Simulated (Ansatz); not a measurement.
Consider the ligand exchange at the Si–O bond: `O[SiH](F)O[SiH2]F` + H–F → `F[SiH2]O[SiH](F)F` + H₂O.

Calculated with Ansatz (gas phase, PBE0-D4/def2-TZVP geometries, no zero-point term in ΔE). CCSD(T)/CBS is the MP2 limit (def2-TZVPP, def2-QZVPP) plus CCSD(T) − MP2 in def2-TZVPP, frozen cores. This one scheme is used for every species. Functionals use def2-TZVPP. B3LYP here is the variant with VWN-RPA as its local correlation; programs differ in this. HSE06 is defined as in plane-wave codes. One conformer a species, not always the lowest.

`O[SiH](F)O[SiH2]F`:

Z-matrix (Å, degrees):
```
Si
F 1 1.591
O 1 1.622 2 106.8
O 1 1.618 2 110.6 3 -120.9
H 1 1.465 2 109.0 3 121.1
Si 3 1.622 1 150.9 2 39.1
H 4 0.958 1 120.2 2 65.0
F 6 1.592 3 109.2 1 54.8
H 6 1.478 3 110.4 1 -63.2
H 6 1.476 3 108.4 1 172.2
```

H–F:

Z-matrix (Å, degrees):
```
F
H 1 0.920
```

`F[SiH2]O[SiH](F)F`:

```xyz
9

F    -0.676    0.604    2.362
Si    0.578    0.218    1.465
O     0.151    0.351   -0.099
Si   -0.528   -0.138   -1.469
F    -1.140   -1.583   -1.277
F     0.589   -0.248   -2.579
H     1.653    1.190    1.737
H     0.945   -1.178    1.776
H    -1.573    0.785   -1.915
```

H₂O:

```xyz
3

O    -0.273   -0.015   -0.277
H     0.030   -0.732    0.284
H     0.242    0.748   -0.007
```

```tsv
level	ΔE (kJ/mol)	difference from CCSD(T)/CBS
r2SCAN-D4	-41.6	-0.8
B97M-V	-44.1	-3.3
r2SCAN0-D4	-40.3	0.5
HSE06-D4	-37.7	3.1
B2PLYP	-41.9	-1.1
PBE0	-39.3	1.5
B3LYP	-43.4	-2.6
r2SCANh	-41.6	-0.8
CAM-B3LYP	-42.8	-2.0
LC-ωPBE	-39.7	1.1
HF/def2-SVP	-39.5	1.3
CCSD(T)/def2-TZVPP	-39.6	1.2
HF/def2-QZVPP	-48.2	-7.4
MP2/def2-QZVPP	-39.6	1.2
SCS-MP2/def2-QZVPP	-41.9	-1.1
CCSD/CBS(def2)	-41.9	-1.1
CCSD(T)/CBS	-40.8	0
```

Largest T1 diagnostic among the species: 0.012.

Leaving LDA and LC-ωPBE aside and taking each functional with its dispersion term where it has one, the values, not all of them listed here, spread over 7.4 kJ/mol, from B97M-V to revPBE-D4. LDA lies +4.9 kJ/mol from PBE without D4. In def2-TZVPP, CCSD(T) changes the Hartree–Fock value by +6.6 kJ/mol (the triples alone add +1.1 kJ/mol) and MP2 by +8.0 kJ/mol. At CCSD(T), def2-SVP lies +3.5 kJ/mol from the extrapolated value and def2-TZVPP +1.2 kJ/mol.
